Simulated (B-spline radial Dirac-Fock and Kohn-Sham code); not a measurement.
# Lu⁴⁷⁺: eigenvalues, ΔSCF and the reference

System: lutetium as Lu⁴⁷⁺, 1s2 2s2 2p6 3s2 3p6 3d6.

The density-functional columns are spherical, spin-unpolarised Dirac-Kohn-Sham results without Breit or QED terms: −ε is minus the orbital energy of the initial state and ΔSCF the difference of two total energies. The reference in the last column comes from ΔSCF Dirac-Fock with Breit, self-energy and vacuum polarisation, finite nucleus, configuration average. All numbers are from a radial finite-basis atomic code, in eV; a selection of levels is shown. The Kohn-Sham columns are given as differences from the reference. For the 1s level of heavy atoms much of the gap between ΔSCF and the reference is the Breit and QED part, -304.9 eV here; for other levels the error of the functional can be larger.

```
level  LDA −ε − DF  LDA ΔSCF − DF  Dirac-Fock
   1s       -271.6         +293.4     66095.7
   2s       -180.6          -47.9     13585.9
2p1/2       -136.2          +24.9     13077.0
2p3/2       -146.5           -1.8     11961.0
   3s        -89.0          -32.7      4937.4
3p1/2        -66.1           -6.7      4721.8
3p3/2        -66.9          -10.9      4456.7
   3d        -60.8           +2.9      4108.9
```

Values without a named source are computed, but for edge energies of neutral atoms, which are taken from tables.
